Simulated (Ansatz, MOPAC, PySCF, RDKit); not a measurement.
Noncovalent pair: NH3 (SMILES N) (first 4 atoms) with HBr (SMILES Br); geometry from B3LYP-D3(BJ)/def2-TZVP, rigid monomers moved along the line of their centres of mass till N1···H6 is 2.97 Å.
(charge 0, multiplicity 1):
```xyz
6

N      0.2635    -0.0225     0.4461
H      1.1958     0.0311     0.0518
H     -0.1763    -0.8770     0.1234
H     -0.2766     0.7669     0.1102
Br     0.4653     0.0259     4.9259
H      0.3972     0.0095     3.4139
```

Counterpoise-corrected where a basis set is named; no monomer relaxation. RDKit's UFF carries no charges.

The state that PM3 reach isn't checked.

Codes used: Ansatz (a first-principles code); MOPAC for PM3 (differences of heats of formation); PySCF for the dispersion terms; RDKit for the force fields. Each number belongs to the level named beside it.

### Question
One of these levels gives -0.27 kcal/mol for the interaction energy. Which?
A. r2SCAN-D3(BJ)/def2-TZVPPD
B. B3LYP/def2-TZVPPD
C. PM3
D. UFF

### Answer
D, UFF. The others give -1.51 (PM3), -3.42 (r2SCAN-D3(BJ)/def2-TZVPPD), -2.91 (B3LYP/def2-TZVPPD)
